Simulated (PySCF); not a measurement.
C$_{4}$H$_{9}$ (SMILES [CH2-]C(C)C), charge -1, singlet, geometry from GFN2-xTB; DF-M062X/6-311++G** in PySCF.

PySCF was given this input:
```python
from pyscf import gto, scf, dft
import numpy

mol = gto.M(
    atom='''
C     0.003607    0.072759    0.358527
H     0.014130   -0.024556    1.491846
C     0.001972    1.489052   -0.212949
H    -0.878369    2.022651    0.264792
H     0.894098    2.017892    0.247925
C     1.242518   -0.686502   -0.130181
H     1.272518   -0.673301   -1.219109
H     2.148534   -0.203547    0.235865
H     1.247660   -1.730211    0.209644
C    -1.248439   -0.679813   -0.106477
H    -1.299085   -0.666395   -1.194638
H    -1.252717   -1.723497    0.233437
H    -2.144719   -0.192018    0.276719
''',
    basis='6-311++g**',
    charge=-1,
    spin=0,
    verbose=4,
)
print('smallest overlap eigenvalue', numpy.linalg.eigvalsh(mol.intor('int1e_ovlp'))[0])

mf = dft.RKS(mol)
mf.xc = 'm062x'
mf = mf.density_fit(auxbasis='def2-universal-jkfit')
mf = scf.addons.remove_linear_dep_(mf, threshold=1e-2, lindep=1e-2)
mf.kernel()
mf.analyze()
```

Write the output that PySCF gives for this input, abridged.


```
PySCF version 2.14.0

[INPUT] verbose = 4
[INPUT] num. atoms = 13
[INPUT] num. electrons = 34
[INPUT] charge = -1
[INPUT] spin (= nelec alpha-beta = 2S) = 0
[INPUT] symmetry False subgroup None
[INPUT] Mole.unit = angstrom
[INPUT] Symbol           X                Y                Z      unit          X                Y                Z       unit  Magmom
[...]
nuclear repulsion = 126.185885751491
number of shells = 85
number of NR pGTOs = 221
number of NR cGTOs = 151
basis = 6-311++g**
ecp = {}
input.py:30: DeprecationWarning: remove_linear_dep_ is deprecated and will be removed in a future release. Linear dependency handling is now built into the SCF procedure by default. Linear dependency removal can be controlled using the following settings:
  pyscf.scf.hf.remove_overlap_zero_eigenvalue = True
  pyscf.scf.hf.overlap_zero_eigenvalue_threshold = 1e-6

  mf = scf.addons.remove_linear_dep_(mf, threshold=1e-2, lindep=1e-2)
smallest overlap eigenvalue 4.0549401917566713e-05
Applying remove_linear_dep_ on SCF object.
Using canonical orthogonalization with threshold 0.01

******** <class 'pyscf.df.df_jk.DFRKS'> ********
method = DFRKS
initial guess = minao
damping factor = 0
level_shift factor = 0
DIIS = <class 'pyscf.scf.diis.CDIIS'>
diis_start_cycle = 1
diis_space = 8
diis_damp = 0
SCF conv_tol = 1e-09
SCF conv_tol_grad = None
SCF max_cycles = 50
direct_scf = False
XC library pyscf.dft.libxc version 7.1.2
    S. Lehtola, C. Steigemann, M. J. T. Oliveira, and M. A. L. Marques,  SoftwareX 7, 1–5 (2018)
XC functionals = m062x
    Y. Zhao and D. G. Truhlar,  Theor. Chem. Acc. 120, 215 (2008)
    Y. Zhao and D. G. Truhlar,  Theor. Chem. Acc. 120, 215 (2008)
radial grids:
    Treutler-Ahlrichs [JCP 102, 346 (1995); DOI:10.1063/1.469408] (M4) radial grids

becke partition: Becke, JCP 88, 2547 (1988); DOI:10.1063/1.454033
pruning grids: <function nwchem_prune>
grids dens level: 3
symmetrized grids: False
atomic radii adjust function: <function treutler_atomic_radii_adjust>
small_rho_cutoff = 0
Set gradient conv threshold to 3.16228e-05
Initial guess from minao.
tot grids = 144744
******** <class 'pyscf.df.df.DF'> ********
auxbasis = def2-universal-jkfit
init E= -157.918649138488
[...]
cycle= 1 E= -157.624402813838  delta_E= 0.294  |g|= 0.561  |ddm|= 3.27
[...]
cycle= 2 E= -156.947646127865  delta_E= 0.677  |g|= 1.26  |ddm|=  5.9
[...]
cycle= 3 E= -157.710770975526  delta_E= -0.763  |g|= 0.234  |ddm|= 5.83
[...]
cycle= 4 E= -157.72598420848  delta_E= -0.0152  |g|= 0.0961  |ddm|= 0.255
[...]
cycle= 5 E= -157.729022050849  delta_E= -0.00304  |g|= 0.0241  |ddm|= 0.14
[...]
cycle= 6 E= -157.729211645916  delta_E= -0.00019  |g|= 0.0071  |ddm|= 0.0513
[...]
cycle= 7 E= -157.729224760773  delta_E= -1.31e-05  |g|= 0.00465  |ddm|= 0.0136
[...]
cycle= 8 E= -157.729225690866  delta_E= -9.3e-07  |g|= 0.00516  |ddm|= 0.0082
[...]
cycle= 9 E= -157.729225939606  delta_E= -2.49e-07  |g|= 0.0053  |ddm|= 0.0027
[...]
cycle= 10 E= -157.729227516454  delta_E= -1.58e-06  |g|= 0.00436  |ddm|= 0.00327
[...]
cycle= 11 E= -157.729232400883  delta_E= -4.88e-06  |g|= 0.00309  |ddm|= 0.0109
[...]
cycle= 12 E= -157.729227634831  delta_E= 4.77e-06  |g|= 0.00335  |ddm|= 0.0154
[...]
cycle= 13 E= -157.729226123859  delta_E= 1.51e-06  |g|= 0.00268  |ddm|= 0.00419
[...]
cycle= 14 E= -157.72922801691  delta_E= -1.89e-06  |g|= 0.00263  |ddm|= 0.00346
[...]
cycle= 15 E= -157.729226559652  delta_E= 1.46e-06  |g|= 0.00313  |ddm|= 0.00474
[...]
cycle= 16 E= -157.729228404955  delta_E= -1.85e-06  |g|= 0.00257  |ddm|= 0.00866
[...]
cycle= 17 E= -157.729227693538  delta_E= 7.11e-07  |g|= 0.00262  |ddm|= 0.00606
[...]
cycle= 18 E= -157.729228952334  delta_E= -1.26e-06  |g|= 0.00266  |ddm|= 0.00454
[...]
cycle= 19 E= -157.729230875359  delta_E= -1.92e-06  |g|= 0.00272  |ddm|= 0.00619
[...]
cycle= 20 E= -157.729226477218  delta_E= 4.4e-06  |g|= 0.00398  |ddm|= 0.00553
[...]
cycle= 21 E= -157.729222754905  delta_E= 3.72e-06  |g|= 0.0036  |ddm|= 0.0136
[...]
cycle= 22 E= -157.729222717499  delta_E= 3.74e-08  |g|= 0.0035  |ddm|= 0.00399
[...]
cycle= 23 E= -157.729222770496  delta_E= -5.3e-08  |g|= 0.00324  |ddm|= 0.00378
[...]
cycle= 24 E= -157.729223390212  delta_E= -6.2e-07  |g|= 0.00328  |ddm|= 0.00671
[...]
cycle= 25 E= -157.729223869832  delta_E= -4.8e-07  |g|= 0.00315  |ddm|= 0.00995
[...]
cycle= 26 E= -157.72922345636  delta_E= 4.13e-07  |g|= 0.00312  |ddm|= 0.00139
[...]
cycle= 27 E= -157.729222060705  delta_E= 1.4e-06  |g|= 0.00369  |ddm|= 0.00329
[...]
cycle= 28 E= -157.729215913378  delta_E= 6.15e-06  |g|= 0.00312  |ddm|= 0.0106
[...]
cycle= 29 E= -157.72921656302  delta_E= -6.5e-07  |g|= 0.00297  |ddm|= 0.00903
[...]
cycle= 30 E= -157.729212880518  delta_E= 3.68e-06  |g|= 0.00301  |ddm|= 0.00556
[...]
cycle= 31 E= -157.729214057793  delta_E= -1.18e-06  |g|= 0.00267  |ddm|= 0.00397
[...]
cycle= 32 E= -157.72921292012  delta_E= 1.14e-06  |g|= 0.00373  |ddm|= 0.00449
[...]
cycle= 33 E= -157.729215145359  delta_E= -2.23e-06  |g|= 0.00375  |ddm|= 0.00286
[...]
cycle= 34 E= -157.729216739343  delta_E= -1.59e-06  |g|= 0.00376  |ddm|= 0.00684
[...]
cycle= 35 E= -157.729217714152  delta_E= -9.75e-07  |g|= 0.00395  |ddm|= 0.00805
[...]
cycle= 36 E= -157.72921749472  delta_E= 2.19e-07  |g|= 0.00417  |ddm|= 0.00347
[...]
cycle= 37 E= -157.729218387986  delta_E= -8.93e-07  |g|= 0.00443  |ddm|= 0.0031
[...]
cycle= 38 E= -157.729228500366  delta_E= -1.01e-05  |g|= 0.0033  |ddm|= 0.0132
[...]
cycle= 39 E= -157.729229327698  delta_E= -8.27e-07  |g|= 0.00321  |ddm|= 0.00325
[...]
cycle= 40 E= -157.729227058773  delta_E= 2.27e-06  |g|= 0.00275  |ddm|= 0.00659
[...]
cycle= 41 E= -157.729230875046  delta_E= -3.82e-06  |g|= 0.00329  |ddm|= 0.0096
[...]
cycle= 42 E= -157.729227052049  delta_E= 3.82e-06  |g|= 0.00348  |ddm|= 0.0115
[...]
cycle= 43 E= -157.729228977891  delta_E= -1.93e-06  |g|= 0.00316  |ddm|= 0.00279
[...]
cycle= 44 E= -157.729217268506  delta_E= 1.17e-05  |g|= 0.0039  |ddm|= 0.0266
[...]
cycle= 45 E= -157.729216399537  delta_E= 8.69e-07  |g|= 0.00378  |ddm|= 0.00269
[...]
cycle= 46 E= -157.729216390937  delta_E= 8.6e-09  |g|= 0.00349  |ddm|= 0.00652
[...]
cycle= 47 E= -157.729224224162  delta_E= -7.83e-06  |g|= 0.00429  |ddm|= 0.0113
[...]
cycle= 48 E= -157.729227350018  delta_E= -3.13e-06  |g|= 0.00401  |ddm|= 0.0101
[...]
cycle= 49 E= -157.729227420069  delta_E= -7.01e-08  |g|= 0.00382  |ddm|= 0.00376
[...]
cycle= 50 E= -157.729226493588  delta_E= 9.26e-07  |g|= 0.00403  |ddm|= 0.00694
SCF not converged.
SCF energy = -157.729226493588
**** SCF Summaries ****
Total Energy =                        -157.729226493587987
Nuclear Repulsion Energy =             126.185885751490972
One-electron Energy =                 -466.787220751620850
Two-electron Energy =                  182.872108506541906
Two-electron Coulomb Energy =          208.004931882798701
DFT Exchange-Correlation Energy =      -25.132823376256795
HOMO-LUMO gap [eV] =                     3.438124954517695
**** MO energy ****
[...]
 ** Mulliken pop on meta-lowdin orthogonal AOs  **
 ** Mulliken pop  **
 ** Mulliken atomic charges  **
charge of    0C =     -0.03902
charge of    1H =      0.01408
charge of    2C =     -0.80652
charge of    3H =      0.01686
charge of    4H =      0.01692
charge of    5C =     -0.32790
charge of    6H =      0.08686
charge of    7H =      0.08294
charge of    8H =      0.05714
charge of    9C =     -0.32916
charge of   10H =      0.08715
charge of   11H =      0.05746
charge of   12H =      0.08319

WARN: System has nonzero charge -1; the dipole moment is origin-dependent.
Location of origin: [0. 0. 0.]

Dipole moment(X, Y, Z, Debye):  0.01125, -5.00371,  2.35294
```

The run did not converge; its last values are not results.
